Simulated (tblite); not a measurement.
Give a GFN2-xTB geometry of `CC#CP(C)CC(F)(F)F`.

```
atom  x, y, z in Å
C1     3.494    0.897    1.095
C2     2.282    0.502    0.417
C3     1.243    0.169   -0.094
P4    -0.164   -0.318   -1.044
C5    -0.425   -1.975   -0.255
C6    -1.389    0.690   -0.019
C7    -2.782    0.503   -0.551
F8    -2.848    0.663   -1.880
F9    -3.277   -0.719   -0.293
F10   -3.661    1.375   -0.022
H11    3.293    1.735    1.763
H12    4.245    1.197    0.364
H13    3.883    0.063    1.680
H14   -1.364   -2.404   -0.600
H15    0.388   -2.626   -0.571
H16   -0.428   -1.906    0.832
H17   -1.131    1.747   -0.121
H18   -1.369    0.415    1.038
```

Orientation and origin are arbitrary. Atoms count from 1 in this order. P4 (phosphine phosphorus) is pyramidal (angles 98.9°, 97.5° and 94.4°, sum 290.8°, 0.92 Å off the plane of its three neighbours). The 3 C–P bonds span 1.766 Å (C3–P4, drawn single) to 1.889 Å (P4–C6, drawn single), a spread of 0.123 Å. Of the pairs four or more bonds apart, F9···H14 is among the closest relative to their van der Waals radii: 2.57 Å, 96 % of the sum of Bondi's values. The 3 C–C bonds span 1.205 Å (C2≡C3, drawn triple) to 1.503 Å (C6–C7, drawn single), a spread of 0.298 Å.

Bonds between heavy atoms (Å): C1–C2 1.444, C2≡C3 1.205, C3–P4 1.766, P4–C5 1.854, P4–C6 1.889, C6–C7 1.503, C7–F8 1.341, C7–F9 1.344, C7–F10 1.346.

The geometry is computed with GFN2-xTB (gas phase).

Point group: C1 (no symmetry element, even within 0.4 Å). Its GFN2-xTB frequencies are all real (lowest 17 cm⁻¹). The numbers are those of one conformer (C3–P4–C6–C7 -179°). 3 starts were optimised and ended at 0.00, 0.25 and 1.44 kcal/mol (GFN2-xTB); the lowest of these is shown.

Time: 1.1 s. Hardware: one thread, Intel Xeon Platinum 8375C at 2.90 GHz (x86_64), shared host with 64 logical CPUs at a one-minute load of 35. This is the geometry optimisation.
